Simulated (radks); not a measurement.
Valence configurations of Ag I (all share [Kr]). Calculated with a radial shooting solver on a logarithmic mesh with Libxc functionals: scalar-relativistic Kohn-Sham, PBEsol, spin-polarised, spherical densities, point nucleus; open shells are filled with parallel spins first (spin-orbit coupling, left out, can overturn this in heavy ions). Energies are relative to 4d10 5s1; eigenvalues in eV for spin up.

| valence | E (eV) | moment (Bohr magnetons) | e(4d) | e(5p) | e(5s) |
|---|---|---|---|---|---|
| 4d10 5s1 | 0.000 | 1 | -7.505 | - | -4.781 |
| 4d10 5s0.5 5p0.5 | 1.960 | 1 | -8.499 | -1.447 | -5.433 |
| 4d9.5 5s1 5p0.5 | 3.550 | 2 | -10.164 | -1.755 | -6.123 |
| 4d10 5p1 | 3.977 | 1 | -9.386 | -1.902 | - |
| 4d9 5s2 | 4.095 | 1 | -11.037 | - | -5.692 |
| 4d9 5s1.5 5p0.5 | 6.092 | 2 | -11.964 | -1.941 | -6.584 |
| 4d9 5s1 5p1 | 7.816 | 3 | -12.713 | -2.468 | -7.296 |
| 4d9.5 5p1.5 | 8.014 | 2 | -11.791 | -2.565 | - |
| 4d9 5p2 | 12.731 | 3 | -14.194 | -3.178 | - |
| 4d8 5s1 5p2 | 18.484 | 5 | -17.746 | -3.726 | -9.395 |

NIST lists [Kr] 4d10 5s1 as the ground configuration; this level of theory agrees among the configurations tried. The energies are those of spherical high-spin densities, not of single terms.
